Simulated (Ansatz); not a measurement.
Relaxation of BiH2Me (CH₅Bi) with RKS PBE-D4/def2-TZVP.

```sh
$ ansatz run in.yaml --threads 4 --pin off --events-out ev --progress --plain --max-ram 3916MiB
```

```yaml
crystal:
  periodic: [false, false, false]
  atoms:
    - {symbol: Bi, position_ang: [0.489000, 0.897280, 1.079590]}
    - {symbol: H, position_ang: [1.949360, 0.881040, 0.067260]}
    - {symbol: H, position_ang: [-0.196680, 2.135940, 0.005290]}
    - {symbol: C, position_ang: [-0.448680, -0.777580, -0.142190]}
    - {symbol: H, position_ang: [0.092810, -1.697710, 0.030720]}
    - {symbol: H, position_ang: [-0.403630, -0.527990, -1.191140]}
    - {symbol: H, position_ang: [-1.482190, -0.910980, 0.150470]}
basis:
  gaussian: {orbitals: def2-TZVP}
hamiltonian: {xc: pbe, dispersion: d4}
scf: {lower_state_search: "off"}
output: {orbitals: {seedname: orbitals}}
relax: {f_tol: 0.02, max_steps: 100}
```

It took 7 s on 4 threads of Intel Xeon on a shared host.

Positions (Å) and forces (eV/Å) at steps 1, 2, 4, 5 of 5:

```xyz
7
step=1 energy=-6958.0174 eV
Bi    0.489    0.897    1.080   -0.141   -0.219    0.450
H     1.949    0.881    0.067    0.356   -0.011   -0.199
H    -0.197    2.136    0.005   -0.179    0.301   -0.204
C    -0.449   -0.778   -0.142    0.053    0.147    0.095
H     0.093   -1.698    0.031    0.297   -0.392    0.156
H    -0.404   -0.528   -1.191    0.056    0.170   -0.506
H    -1.482   -0.911    0.150   -0.443    0.004    0.208
7
step=2 energy=-6958.0320 eV
Bi    0.488    0.890    1.071    0.100    0.128   -0.271
H     2.035    0.867    0.074   -0.294    0.061    0.114
H    -0.260    2.210    0.029    0.184   -0.234    0.121
C    -0.455   -0.794   -0.161    0.032    0.105    0.084
H     0.095   -1.713    0.051    0.052   -0.091    0.031
H    -0.410   -0.563   -1.226    0.024    0.054   -0.100
H    -1.494   -0.897    0.162   -0.098   -0.021    0.020
7
step=4 energy=-6958.0463 eV
Bi    0.497    0.885    1.082    0.005   -0.025   -0.031
H     1.983    0.892    0.048    0.007    0.014    0.006
H    -0.232    2.172    0.036   -0.001    0.007    0.002
C    -0.450   -0.789   -0.155   -0.011   -0.030    0.012
H     0.083   -1.722    0.064   -0.007    0.023    0.004
H    -0.381   -0.555   -1.222    0.006    0.012    0.017
H    -1.500   -0.883    0.148    0.000   -0.001   -0.009
7
step=5 energy=-6958.0466 eV
Bi    0.504    0.879    1.079   -0.002   -0.005   -0.002
H     1.984    0.904    0.036    0.000    0.002   -0.001
H    -0.238    2.170    0.048    0.000    0.000    0.001
C    -0.451   -0.792   -0.154    0.003    0.004    0.001
H     0.073   -1.727    0.074   -0.001   -0.001    0.002
H    -0.367   -0.560   -1.220    0.000   -0.002    0.000
H    -1.505   -0.874    0.137   -0.001    0.001   -0.001
```

In the def2 sets Bi takes a core potential; there is no spin–orbit coupling.
